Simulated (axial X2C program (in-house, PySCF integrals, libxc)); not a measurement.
# InTe⁻: properties at the nuclei

Calculated with an in-house all-electron X2C program for linear molecules (integrals from PySCF): two-component X2C with atomic mean-field Coulomb and Gaunt terms, Gaussian nuclei, basis Te dyall-acv3z, In dyall-acv3z with contracted cores.

R = 2.661 Å (near the PBE0 minimum at charge -1 of the determinant lowest at the starting distance; the state shown can have its own minimum elsewhere).

Input and command:
```json
{"zs": [52, 49], "q": -1, "bas": ["dyall-acv3z", "dyall-acv3z"], "r0": 2.64, "levels": ["PBE0", "HF", "TPSSh", "r2SCAN", "BHandHLYP"], "nst": 3}
```
```bash
python soeom.py task.json out
```

Keys: zs atomic numbers; q charge; bas basis sets; r0 starting distance in Å; levels methods; nst determinants followed.

Determinant lowest in the PBE0 search, Ω = 0 (closed shell), highest spinor 48% Te p, 34% In p, 11% In s:

```csv
level,qzz Te (a.u.),qzz In (a.u.)
PBE0,0.55,-4.50
HF,0.85,-5.39
TPSSh,0.57,-4.35
r2SCAN,0.33,-4.36
BHandHLYP,0.66,-4.81
```

qzz is the electric field gradient, eQq0 = 234.96 MHz × Q/barn × qzz. The operators were transformed with the bare-nucleus X2C matrices; with these basis sets, hyperfine constants and field gradients can be off by tens of per cent, and where levels differ in sign neither size nor sign is settled.

(1) With Q(115In) = 0.772 barn (Q from Pyykkö, Mol. Phys. 2018), turn the PBE0 values of the first state into constants in MHz.

Each state is one determinant with collinear spin. For an anion, determinants above electron detachment, or with a positive highest level, are held by the basis set. The search compared states at one distance, so a state with another bond length can lie lower. Further determinants of the search, some of them spin-mixed, are not shown. Where a field gradient or hyperfine factor spreads by more than a factor of two over the levels, a constant derived from it is not to be relied on.

## Answers

(1) eQq0(115In) = 234.96 × (0.772) × (-4.50) = -816 MHz.
